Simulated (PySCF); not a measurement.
**Titanium: a sound run and one with changed settings**

Sound run: Ti [Ar] 3d2 4s2, Ti⁺ [Ar] 3d2 4s1. Computed with PySCF 2.14 in cc-pVTZ-DK (7s6p4d2f1g, 68 functions), with the spin-free X2C one-electron Hamiltonian (Gaussian nucleus). The sound run starts from symmetry-adapted Hartree-Fock orbitals and uses a fine grid where one is needed.

Changed run: 6 angular points. This setting is unsound on purpose.

```
species  method  sound run (hartree)  changed run (hartree)  converged
     Ti     UHF           -852.74751             -852.74751        yes
     Ti  M06-2X           -853.72377             -854.35393        yes
     Ti    PBE0           -853.51712             -856.23744        yes
    Ti⁺     UHF           -852.54329             -852.54329        yes
    Ti⁺  M06-2X           -853.46023             -854.06204        yes
    Ti⁺    PBE0           -853.27568             -855.96634        yes
```

Ionisation energy of Ti:

```json
{"method": "UHF", "sound run (eV)": "5.557", "changed run (eV)": "5.557"}
{"method": "M06-2X", "sound run (eV)": "7.171", "changed run (eV)": "7.943"}
```

A coarse angular grid integrates products of high-l functions wrongly, so density functionals can shift, and the SCF can exploit the error; Hartree-Fock and MP2 need no grid.

For comparison, NIST gives 6.828 eV between the lowest levels.
